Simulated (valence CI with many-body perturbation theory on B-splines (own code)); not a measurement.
# Ladder of approximations for Pr XXXVI

Computed by valence CI with perturbative core correlation (CI+MBPT): six valence electrons over a frozen Dirac-Fock core [Ar], a basis of 7 s, 7 p, 8 d, 6 f, 4 g, 1 h functions for each j, with the one-electron correlation potential Σ1 (screened to all orders), the two-electron term Σ2, the three-electron term Σ3, Breit, model QED; selected single and double excitations, second order for the rest, scaled by the run's own slope (own B-spline code, finite nucleus).

No measured spectrum was set against this ion. As an estimate, large intervals hold to a few tenths of a per cent, small ones and those within an open d or f shell to about a per cent. Core correlation moves these levels by up to 6800 cm⁻¹, and in measured spectra 5 to 20 % of such shifts remained as error; rates that hang on mixing are uncertain with them. Among the levels kept, up to 1000 cm⁻¹ of a level comes from second order outside the variational space, and about a tenth of that is noise between levels of different J, which matters for small intervals. Only levels of the ground parity were solved; by the run's estimate the other parity begins above the list, which can be wrong where configurations are misplaced.

Each rung adds one term. CI alone is the Dirac-Coulomb CI over the frozen core; QED comes last and gives the full result, which names the levels. Energies are above (3d3/2^4 3d5/2^2) J=4 on the same rung, in cm⁻¹.

Levels are named by their leading jj configuration (3d3/2^4 stands for four electrons in 3d with j = 3/2), which in mixed levels can hold well under half, so a name can repeat and another be missing. Letters in brackets count levels of one name in rising energy.

| Level | CI alone | Σ1 | Σ2 | Σ3 | Breit | QED | Full |
| --- | --- | --- | --- | --- | --- | --- | --- |
| (3d3/2^4 3d5/2^2) J=2 | 44165 | +35 | -2978 | -1188 | +2713 | -4 | 42742 |
| (3d3/2^4 3d5/2^2) J=0 | 117357 | +362 | -2483 | -139 | +3248 | +141 | 118486 |
| (3d3/2^3 3d5/2^3) J=3 [a] | 140182 | +1078 | +2376 | +1180 | -3254 | +519 | 142082 |
| (3d3/2^3 3d5/2^3) J=1 [a] | 166234 | +1114 | +1315 | +447 | -1246 | +525 | 168389 |
| (3d3/2^3 3d5/2^3) J=4 [a] | 168337 | +931 | +2239 | +196 | -3632 | +428 | 168500 |
| (3d3/2^3 3d5/2^3) J=5 | 216586 | +1043 | +2313 | -351 | -7630 | +469 | 212429 |
| (3d3/2^3 3d5/2^3) J=6 | 219063 | +1057 | +4323 | -1498 | -10646 | +477 | 212776 |
| (3d3/2^3 3d5/2^3) J=2 | 250995 | +1105 | -2097 | -1414 | -2918 | +484 | 246154 |
| (3d3/2^3 3d5/2^3) J=3 [b] | 255656 | +1143 | -989 | +93 | -4539 | +504 | 251868 |
| (3d3/2^2 3d5/2^4) J=2 [a] | 306046 | +1680 | +134 | +852 | -4582 | +771 | 304901 |
| (3d3/2^3 3d5/2^3) J=4 [b] | 325336 | +1346 | -93 | -660 | -6147 | +582 | 320364 |
| (3d3/2^3 3d5/2^3) J=0 | 330618 | +1069 | -7778 | +752 | -991 | +417 | 324088 |
| (3d3/2^3 3d5/2^3) J=1 [b] | 327098 | +1298 | -4675 | +1674 | -1046 | +558 | 324907 |
| (3d3/2^2 3d5/2^4) J=2 [b] | 344578 | +1736 | -290 | -163 | -4921 | +795 | 341735 |
| (3d3/2^3 3d5/2^3) J=3 [c] | 356664 | +1208 | -5036 | +463 | -2806 | +495 | 350988 |
| (3d3/2^2 3d5/2^4) J=0 [a] | 353945 | +1968 | +933 | +2055 | -4537 | +934 | 355298 |
| (3d3/2^2 3d5/2^4) J=4 [a] | 374805 | +2106 | +3858 | -694 | -9593 | +976 | 371458 |
| (3d3/2^2 3d5/2^4) J=5 | 398916 | +2182 | +4717 | -544 | -12882 | +1005 | 393394 |
| (3d3/2^2 3d5/2^4) J=3 [a] | 401776 | +2029 | -162 | +759 | -7425 | +930 | 397908 |
| (3d3/2^2 3d5/2^4) J=6 | 425617 | +2192 | +6380 | -1748 | -16069 | +998 | 417370 |
| (3d3/2^2 3d5/2^4) J=3 [b] | 430937 | +2240 | +1283 | +454 | -9164 | +1019 | 426768 |
| (3d3/2^2 3d5/2^4) J=1 | 466668 | +2094 | -4178 | +839 | -5876 | +935 | 460481 |
| (3d3/2^2 3d5/2^4) J=4 [b] | 478013 | +2162 | -872 | +666 | -11296 | +961 | 469635 |
| (3d3/2^2 3d5/2^4) J=2 [c] | 480853 | +2188 | -3079 | -1370 | -8310 | +974 | 471256 |
| (3d3/2^2 3d5/2^4) J=2 [d] | 540424 | +2269 | -2688 | -28 | -6556 | +991 | 534413 |
| (3d3/2^2 3d5/2^4) J=4 [c] | 557540 | +2447 | -818 | +133 | -9995 | +1084 | 550390 |
| (3d3/2 3d5/2^5) J=1 | 552909 | +3167 | +3669 | -1188 | -9392 | +1473 | 550638 |
| (3d3/2 3d5/2^5) J=4 | 646370 | +3111 | +2153 | -1402 | -14064 | +1406 | 637576 |
| (3d3/2 3d5/2^5) J=2 | 674528 | +3235 | -2690 | +339 | -11622 | +1463 | 665253 |
| (3d3/2 3d5/2^5) J=3 | 682214 | +3317 | +222 | +89 | -12656 | +1500 | 674687 |
| (3d3/2^2 3d5/2^4) J=2 [e] | 685586 | +2357 | -8600 | +928 | -6272 | +978 | 674976 |

The middle columns are the shifts that each term adds.

**Question.** How does the ionisation energy move along the ladder, and which term matters most?

**Answer.** CI alone 2386.8, + Σ1 2389.1, + Σ2 2401.3, + Σ3 2401.6, + Breit 2400.9, + QED 2400.9 eV. The largest step is Σ2, 12.2 eV. NIST lists 2400 ± 5 eV (theoretical).
